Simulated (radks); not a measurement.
Results of a calculation; reference values are marked as such.
Species: Ar. Configuration: [Ar] (the NIST ground configuration). Level of theory: non-relativistic Kohn-Sham, BLYP, spin-polarised, spherical densities, point nucleus (a radial shooting solver on a logarithmic mesh with Libxc functionals).

Unscreened Slater integrals over Kohn-Sham orbitals (hartree). They are taken over the spin-up orbitals.

\begin{tabular}{lr}
integral & value \\ \hline
F0(3p,3p) & 0.54592 \\
F2(3p,3p) & 0.26789 \\
F0(3p,3s) & 0.58817 \\
G1(3p,3s) & 0.38275 \\
F0(3p,2p) & 0.75781 \\
F2(3p,2p) & 0.12443 \\
G0(3p,2p) & 0.048365 \\
G2(3p,2p) & 0.048736 \\
F0(3s,3s) & 0.64018 \\
F0(3s,2p) & 0.85805 \\
G1(3s,2p) & 0.063036 \\
F0(2p,2p) & 2.4277 \\
F2(2p,2p) & 1.1297 \\
\end{tabular}
